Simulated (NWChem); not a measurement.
# Si$_{2}$NH$_{5}$, singlet; SMILES [Si](N)[SiH3]

```xyz
8

Si    -0.8784     0.8459    -0.0029
N      0.6757     1.6237     0.0006
H      0.7535     2.6467     0.0008
H      1.6016     1.1806     0.0029
Si     0.0450    -1.4008    -0.0012
H      1.5627    -1.4147     0.0039
H     -0.4066    -2.1830    -1.2136
H     -0.4149    -2.1853     1.2066
```
Atoms are numbered in this order, from 1.

All runs: NWChem. Pople sets run with spherical d functions. Low-valent species are run as closed-shell singlets; no triplet was tried in these runs. Geometry: optimised at PBE-D3(BJ)/def2-SVP. Level: PBE/6-31G* with SMD (1 M gas to 1 M solution), gas-phase geometry. Reactions with the solvent are ignored.

For solvent 1,4-dioxane:

```
Property                                     Value
-------------------------------------------  -----
solvation free energy (kcal/mol)              -1.7
cavity-dispersion-structure term (kcal/mol)    0.8
dipole in solution (D)                        3.04
```

**Question.** How do the values read with solvent diethyl ether instead?

**Answer.** 
| Item | Value |
|---|---|
| solvation free energy (kcal/mol) | -4.0 |
| cavity-dispersion-structure term (kcal/mol) | -0.3 |
| dipole in solution (D) | 3.27 |
